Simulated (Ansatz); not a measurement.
Species: VF₂, charge 0, multiplicity 4. The spin state was set by rule; other spins were not relaxed. SMILES: [F][V][F]
Geometry: optimised at B3LYP-D3(BJ)/def2-TZVP (Ansatz, a quantum-chemistry and plane-wave program).

Parts of the frozen-core correlation energy in 6-31G (Ansatz, hartree). Frozen orbitals: 11; correlated occupied orbitals by spin: 11 and 8; virtual: 25 and 28. UHF or UKS for open shells. No spin-orbit coupling. Non-relativistic.

```csv
term,value
reference (HF),-1141.77819
MP2 opposite-spin,-0.20636
MP2 same-spin,-0.09291
CCSD correlation,-0.30627
(T),-0.00781
T1 diagnostic,0.027
largest doubles amplitude,0.151
<S^2> of the reference,3.761
```
